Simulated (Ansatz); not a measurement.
Harmonic frequencies (cm⁻¹) at PBE0-D4/def2-TZVP from Ansatz: 15, 117, 122, 210, 215, 425, 518, 565, 605, 688, 812, 817, 901, 972, 1026, 1101, 1203, 1254, 1338, 1421, 1441, 1458, 1505, 2632, 3036, 3076, 3782.

Each molecule was computed in one conformer, which needn't be the lowest.

Which molecule is it?
A. `CC1=NCO1`
B. `O[Si]1(S)C[SiH2]1`
C. `N[CH2][Al]([OH])[SH]`
D. `OBCOB(F)F`

D.
